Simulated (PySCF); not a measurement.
SMILES O=c1cccccc1C=S, C₈H₆OS

Geometry (Å), atoms numbered from 1 in this order:
```xyz
16

O     1.187   -2.190   -0.869
C     0.514   -1.293   -0.385
C    -0.880   -1.552   -0.034
C    -1.920   -0.711    0.159
C    -1.943    0.705    0.105
C    -0.876    1.553    0.063
C     0.492    1.224    0.083
C     1.128    0.021   -0.078
C     2.564   -0.026    0.005
S     3.544    1.235    0.332
H    -1.084   -2.617   -0.003
H    -2.884   -1.171    0.344
H    -2.927    1.155    0.140
H    -1.093    2.613    0.066
H     1.165    2.066    0.223
H     3.006   -1.003   -0.162
```

Theory: TDDFT B3LYP/def2-SVPD excited states, vertical, gas phase (PySCF). Geometry: GFN2-xTB.

Problem. Give the one- and two-photon strengths of the lowest singlets.

Solution. δ for parallel linear polarisation; σ at the peak of a Lorentzian of half width 0.1 eV, single beam; Ω is circular over linear.
| state | E (eV) | f | photon λ (nm) | δ (au) | σ (GM) | Ω | main |
| --- | --- | --- | --- | --- | --- | --- | --- |
| S1 | 1.51 | 0.000 | 1640 | 4.42 | 0.00 | 0.47 | HOMO→LUMO 0.98 |
| S2 | 2.83 | 0.001 | 877 | 17.6 | 0.05 | 1.44 | HOMO−2→LUMO 0.97 |
| S3 | 2.97 | 0.203 | 836 | 308 | 0.99 | 0.67 | HOMO−1→LUMO 0.92 |
| S4 | 3.40 | 0.021 | 730 | 6.84 | 0.03 | 0.87 | HOMO→LUMO+1 0.90 |
| S5 | 3.84 | 0.000 | 646 | 2.65 | 0.01 | 0.75 | HOMO→LUMO+2 0.83, HOMO−2→LUMO+1 0.13 |

Among these, the strongest one-photon state is S3, the strongest two-photon state S3, with a dipole change of 1.7 D (relaxed, norm of the difference vector).
